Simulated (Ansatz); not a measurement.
One change: `[OH][GeH2][SiH2]S` becomes `S[SiH2][GeH3]`.

Ansatz, PBE0-D4/def2-TZVP geometries, multiplicity 1. Each molecule was computed in one conformer, which needn't be the lowest.

Scalar relativity is left out up to krypton.

| property | `[OH][GeH2][SiH2]S` |
| --- | --- |
| HOMO–LUMO gap (B3LYP/def2-TZVPP) / eV | 6.13 |
| HOMO energy (ωB97M-V/def2-TZVPP) / eV | -9.43 |
| LUMO energy (PBE0/def2-TZVPP) / eV | -0.72 |
| HOMO–LUMO gap (PBE0/def2-TZVPP) / eV | 6.57 |
| LUMO energy (B3LYP/def2-TZVPP) / eV | -0.93 |
| size of the dipole moment (ωB97M-V/def2-TZVPP) / D | 2.04 |

Task: Give the same properties after the change, and the shifts. (Estimate.)

Result: Computed: 
```csv
property,`S[SiH2][GeH3]`,shift
HOMO–LUMO gap (B3LYP/def2-TZVPP) / eV,6.65,0.52
HOMO energy (ωB97M-V/def2-TZVPP) / eV,-9.41,0.02
LUMO energy (PBE0/def2-TZVPP) / eV,-0.26,0.46
HOMO–LUMO gap (PBE0/def2-TZVPP) / eV,7.06,0.49
LUMO energy (B3LYP/def2-TZVPP) / eV,-0.44,0.49
size of the dipole moment (ωB97M-V/def2-TZVPP) / D,0.90,-1.14
```

Dipoles are sizes alone; their direction can turn.

B3LYP here is the variant with VWN-RPA as its local correlation; programs differ in this.
